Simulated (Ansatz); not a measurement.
Total energies of BiH2F from Ansatz at PBE-D4/def2-TZVP, gas phase (1 Eh = 27.2114 eV = 2625.5 kJ/mol). The reference geometry is relaxed at PBE-D4/def2-TZVP.

```xyz
4

Bi    0.583    0.525    0.024
H    -0.180   -0.171    1.521
H     0.804   -1.163   -0.612
F    -1.207    0.809   -0.933
```

| state | geometry | energy (Eh) |
| --- | --- | --- |
| charge 0 singlet | reference | -315.65691 |
| charge 1 doublet | reference | -315.28232 |
| free Bi atom (quartet) | – | -214.63705 |
| free H atom (doublet) | – | -0.49962 |
| free F atom (doublet) | – | -99.66912 |

In the def2 sets Bi takes a core potential; there is no spin–orbit coupling.

Problem. Work out the vertical ionisation energy to the doublet.

Solution. E(charge 1 doublet) − E(charge 0 singlet) = -315.28232 − (-315.65691) = 0.37459 Eh = 10.19 eV. For comparison, −ε of the highest occupied level is 6.90 eV at this level, 3.29 eV less.

Problem. What is the binding energy per atom against free atoms?

Solution. Atoms: 1 × (-214.63705) + 2 × (-0.49962) + 1 × (-99.66912) = -315.30541 Eh. Binding: -315.30541 − (-315.65691) = 0.35150 Eh = 9.56 eV, or 2.39 eV for each of 4 atoms (no zero-point energy, no counterpoise term).
